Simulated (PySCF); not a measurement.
# A survey of $^{19}$F NMR shifts

PySCF 2.14 calculation with GFN2-xTB structure and PBE0/pcSseg-1 with gauge-including orbitals; no solvent model, non-relativistic, one conformer, one averaged value for each set of equivalent atoms.

Shieldings were converted by a linear fit to measured shifts: $^{19}$F: δ = 146.13 − 0.903σ +14.6 on sp3 carbon (rms 6.0 ppm, 223 shifts, 7.0 ppm with the 5 outliers that the fit left out vs CFCl3, solution or neat liquid). Occasional misses reach two or three times the rms, and more in compound classes unlike the fitted ones.

Task: Give the $^{19}$F shifts of `C[C@H](F)OCC(F)F`, `CC(C)=PC(F)(F)C(F)(F)F`, `C#CC(=O)C(F)=C(F)F`, `C#CC(=O)C(F)=C(F)F`.

Result: 
| compound | environment | δ (ppm) |
| --- | --- | --- |
| [CH3:1][C@H:2]([F:3])[O:4][CH2:5][CH:6]([F:7])[F:8] | F7: fluorine of a CF2 group | -115.9 |
| [CH3:1][C@H:2]([F:3])[O:4][CH2:5][CH:6]([F:7])[F:8] | F3: fluorine on an sp3 carbon | -118.3 |
| [CH3:1][C@H:2]([F:3])[O:4][CH2:5][CH:6]([F:7])[F:8] | F8: fluorine of a CF2 group | -121.1 |
| [CH3:1][C:2]([CH3:3])=[P:4][C:5]([F:6])([F:7])[C:8]([F:9])([F:10])[F:11] | F9/10/11: fluorine of a CF3 group (×3) | -80.5 |
| [CH3:1][C:2]([CH3:3])=[P:4][C:5]([F:6])([F:7])[C:8]([F:9])([F:10])[F:11] | F6/7: fluorine of a CF2 group (×2) | -115.8 |
| [CH:1]#[C:2][C:3](=[O:4])[C:5]([F:6])=[C:7]([F:8])[F:9] | F9: vinylic fluorine | -80.2 |
| [CH:1]#[C:2][C:3](=[O:4])[C:5]([F:6])=[C:7]([F:8])[F:9] | F8: vinylic fluorine | -88.8 |
| [CH:1]#[C:2][C:3](=[O:4])[C:5]([F:6])=[C:7]([F:8])[F:9] | F6: vinylic fluorine | -187.5 |
| [CH:1]#[C:2][C:3](=[O:4])[C:5]([F:6])=[C:7]([F:8])[F:9] | F9: vinylic fluorine | -80.2 |
| [CH:1]#[C:2][C:3](=[O:4])[C:5]([F:6])=[C:7]([F:8])[F:9] | F8: vinylic fluorine | -88.8 |
| [CH:1]#[C:2][C:3](=[O:4])[C:5]([F:6])=[C:7]([F:8])[F:9] | F6: vinylic fluorine | -187.5 |

Task: Match the shifts 33.1, 11.2, -66.5, -215.3 ppm to `FC(F)(F)CS[SiH3]`, `C=CC[C@H](C)C(=O)F`, `O=C(F)c1ccc(C(=O)F)cc1`, `O[C@@H]1[C@H]2CCC[C@@]12F`.

Result: 33.1: C=CC[C@H](C)C(=O)F (fluorine bonded to C); 11.2: O=C(F)c1ccc(C(=O)F)cc1 (fluorine bonded to C); -66.5: FC(F)(F)CS[SiH3] (fluorine of a CF3 group); -215.3: O[C@@H]1[C@H]2CCC[C@@]12F (fluorine on an sp3 carbon).
